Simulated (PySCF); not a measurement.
An unknown is described by computed data only.

Formula: C4H8O4S2.

- 13C NMR: chemical shifts (computed TMS as zero) by class: 96.8 (1 C), 72.4 (1 C), 46.3 (1 C), 13.0 (1 C) ppm [GIAO PBE0/pcSseg-1]
- Dipole: 1.71 D [PBE0/pcSseg-1]
- Rotational structure: rotational constants A, B, C: 1.883, 0.895, 0.772 GHz [GFN2-xTB]
- 1H NMR: chemical shifts (computed TMS as zero) by class: 5.00 (1 H), 4.45 (1 H), 3.85 (1 H), 3.26 (3 H), 2.72 (1 H), 2.48 (1 H) ppm [GIAO PBE0/pcSseg-1]
- NMR, other nuclei: isotropic shieldings of nuclei other than C and H, by class: 69 (1 O), 114 (1 O), 117 (1 O), 135 (1 O), 198 (1 S), 201 (1 S) ppm [GIAO PBE0/pcSseg-1]

The electronic properties come from PySCF, for the isolated species, density fitting. Levels stand in brackets. The structure is a single GFN2-xTB conformer in the gas phase; no vibrational or solvent corrections. NMR values are class means; diastereotopic atoms form classes of their own.

Question: Give a SMILES that accounts for the data.

Answer: Numbering: `[CH3:1][S:2](=[O:3])(=[O:4])[C@@H:5]1[CH2:6][CH2:7][S:8]1(=[O:9])=[O:10]`. 4 carbons fall into 4 classes; from least to most shielded: ring sp3 carbon bound to sulfur [C5] (96.8 ppm), ring sp3 carbon bound to sulfur [C7] (72.4 ppm), S-methyl carbon [C1] (46.3 ppm), four-membered-ring carbon [C6] (13.0 ppm). Hydrogen classes from least to most shielded: 1 H on an sp3 carbon bound to sulfur, C7 (5.00 ppm), 1 H on an sp3 carbon bound to sulfur, C5 (4.45 ppm), 1 H on an sp3 carbon bound to sulfur, C7 (3.85 ppm), 3 H on an S-methyl carbon, C1 (3.26 ppm, a mean of values up to 1.8 ppm apart in this geometry), 1 H on a four-membered-ring carbon, C6 (2.72 ppm), 1 H on a four-membered-ring carbon, C6 (2.48 ppm). The other shieldings belong to: 69 ppm, sulfonyl oxygen [O10]; 114 ppm, sulfonyl oxygen [O3]; 117 ppm, sulfonyl oxygen [O9]; 135 ppm, sulfonyl oxygen [O4]; 198 ppm, sulfonyl sulfur [S8]; 201 ppm, sulfonyl sulfur [S2]. The optimised geometry has point group C1 and is an asymmetric top. Structure: `CS(=O)(=O)[C@@H]1CCS1(=O)=O`. The assignments are read from this structure; whether some other isomer fits the data as well wasn't checked. The mirror image fits equally.

The values belong to the conformer `[CH3:1][S:2](=[O:3])(=[O:4])[C@@H:5]1[CH2:6][CH2:7][S:8]1(=[O:9])=[O:10]`: C1–S2–C5–C6 161°.
